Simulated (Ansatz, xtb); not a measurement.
**H10Si3Sn: which of two isomers lies lower**

Structure a: `[SiH3][SiH2][SnH2][SiH3]`, a singlet. Structure b: `[SiH3][SnH]([SiH3])[SiH3]`, a singlet. Both are isolated molecules in the gas phase, relaxed with PBE0-D3(BJ)/def2-SVP; the shapes shown needn't be the lowest conformers.

a (Å):

```xyz
14

Si   -1.2473   -1.4982   -0.4171
Si    0.6854   -0.1984   -0.1626
Si   -2.2138    2.4865    1.1211
Sn   -0.0167    2.2766   -0.1955
H    -2.1708   -1.2099    0.7247
H    -1.9395   -1.1239   -1.6893
H    -0.9478   -2.9628   -0.4397
H     1.3222   -0.5119    1.1558
H     1.6726   -0.4971   -1.2474
H    -0.2671    2.7843   -1.8156
H     1.2020    3.2703    0.4907
H    -2.6404    3.9129    1.2548
H    -3.2884    1.7266    0.4114
H    -2.0425    1.9034    2.4871
```

b (Å):

```xyz
14

Si   -2.9463    1.3290   -1.5497
Si   -0.4475    0.1852    1.6195
Si    1.2130    1.7225   -1.9107
Sn   -0.7744    1.8728   -0.2898
H    -4.1226    1.3891   -0.6286
H    -3.1638    2.2932   -2.6717
H    -2.8540   -0.0513   -2.1173
H    -0.8690    3.4609    0.3578
H     0.8106    0.4753    2.3736
H    -1.6003    0.2310    2.5706
H    -0.3545   -1.1934    1.0477
H     2.4965    2.0232   -1.2052
H     1.0484    2.6862   -3.0421
H     1.2885    0.3377   -2.4700
```

Task: Estimate E(b) − E(a) at the level CCSD(T)/def2-SVP + ΔMP2/def2-TZVPP.

Result: Calculated at CCSD(T)/def2-SVP + ΔMP2/def2-TZVPP: E(b) − E(a) = −27.3 kJ/mol, so structure b lies lower.

The same difference at several levels:

```
                             level              geometry  E(b) − E(a) (kJ/mol)  departure from the last row (kJ/mol)  job, with rough time for the two
              PBE0-D3(BJ)/def2-SVP  PBE0-D3(BJ)/def2-SVP                   −22.1                                  +5.2               optimisation, 7 min
                       HF/def2-SVP  PBE0-D3(BJ)/def2-SVP                   −29.7                                  −2.5           part of the CCSD(T) run
                      MP2/def2-SVP  PBE0-D3(BJ)/def2-SVP                   −28.1                                  −0.8           part of the CCSD(T) run
                  CCSD(T)/def2-SVP  PBE0-D3(BJ)/def2-SVP                   −25.6                                  +1.7                      single point
CCSD(T)/def2-SVP + ΔMP2/def2-TZVPP  PBE0-D3(BJ)/def2-SVP                   −27.3                                                   single point, 3.6 min
```

As drawn, b has 1 Si–Sn, 1 Si–H in place of 1 Si–Si, 1 Sn–H.

None of the levels shown reverses the order. The largest departure from CCSD(T)/def2-SVP + ΔMP2/def2-TZVPP is that of PBE0-D3(BJ)/def2-SVP, 5.2 kJ/mol. Levels run at GFN2-xTB geometries aren't shown. The last row adds to CCSD(T) the change of the MP2 difference between the two basis sets, here −1.7 kJ/mol.

With harmonic frequencies from PBE0-D3(BJ)/def2-SVP (ideal gas, rigid rotor, one conformer each, 600 K, 1 atm): on the last row, ΔE + ΔZPE = −25.4 kJ/mol. A mode under 50 cm⁻¹ makes harmonic enthalpies and free energies unreliable, so none is given.

The correlated steps freeze 19 core orbitals; the filled d shell of Sn is correlated, in a basis made for valence electrons. Atoms past krypton carry core potentials in the def2 sets and no spin–orbit term is included. Codes used: Ansatz 0.2.0; the last row on 2 threads of AMD EPYC (Zen 3) on a shared host.
